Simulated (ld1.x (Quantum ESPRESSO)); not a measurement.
## u(r) = r·R(r): atom against pseudo-atom (carbon (C))

Columns: radius, all-electron u(r) and pseudo u(r) of the 2s shell (level -13.63 eV) of carbon in the configuration [He] 2s2 2p2; LDA (PZ), non-relativistic, TM scheme, ld1.x (Quantum ESPRESSO) 7.5.

```tsv
r (bohr)	all-electron	pseudo
0.152	0.3500	-0.0983
0.305	0.1477	-0.2057
0.458	-0.1577	-0.3288
0.610	-0.4229	-0.4679
0.762	-0.6152	-0.6104
0.915	-0.7366	-0.7287
1.068	-0.7982	-0.7967
1.220	-0.8151	-0.8151
1.372	-0.8008	-0.8008
1.525	-0.7657	-0.7657
1.678	-0.7178	-0.7178
1.830	-0.6636	-0.6636
1.982	-0.6066	-0.6066
2.135	-0.5493	-0.5493
2.288	-0.4939	-0.4939
2.440	-0.4419	-0.4419
2.592	-0.3934	-0.3934
2.745	-0.3486	-0.3486
2.898	-0.3079	-0.3079
3.050	-0.2714	-0.2714
3.202	-0.2385	-0.2385
3.355	-0.2091	-0.2091
3.508	-0.1829	-0.1829
3.660	-0.1598	-0.1598
3.812	-0.1395	-0.1395
3.965	-0.1214	-0.1214
```

**Question.** How many radial nodes do the two functions have?

**Answer.** The all-electron 2s function has n − l − 1 = 1; the pseudo-wave has 0, since the states of the same l below it are removed with the core.

**Question.** At about which radius was the pseudo-wave matched?

**Answer.** 1.30 bohr, where the columns begin to agree (steps of 0.15 bohr).

**Question.** Is the pseudo-wave norm-conserving?

**Answer.** Yes: the TM scheme keeps the norm inside the radius equal to the all-electron one, which fixes the energy derivative of the logarithmic derivative at the level.
